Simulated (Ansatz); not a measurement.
CH5BClNO, SMILES `CNB(O)Cl` at its PBE0-D4/def2-TZVP geometry, where that method's forces vanish. The species carries charge 0 and has multiplicity 1.

```xyz
10

C    -0.3369    0.5932    1.0867
N    -0.4895    0.3287   -0.3212
B     0.2650   -0.5401   -1.1191
O     1.3059   -1.3105   -0.7011
Cl   -0.1592   -0.6625   -2.8419
H    -1.2203    0.2911    1.6580
H     0.5121    0.0392    1.4922
H    -0.1477    1.6531    1.2819
H    -1.2359    0.8332   -0.7688
H     1.5065   -1.2254    0.2331
```

Question: What forces (eV/Å) does ωB97M-V/def2-TZVPP give on these atoms in Ansatz? (Estimate.)

Answer: Ansatz gave: 
```
C1   0.030  0.070  0.347
N2  -0.112  0.038 -0.202
B3  -0.067  0.055 -0.004
O4   0.140 -0.084  0.128
Cl5 -0.029 -0.013 -0.137
H6   0.084  0.027 -0.051
H7  -0.062  0.043 -0.026
H8  -0.017 -0.098 -0.016
H9   0.031 -0.022  0.013
H10  0.002 -0.016 -0.051
```
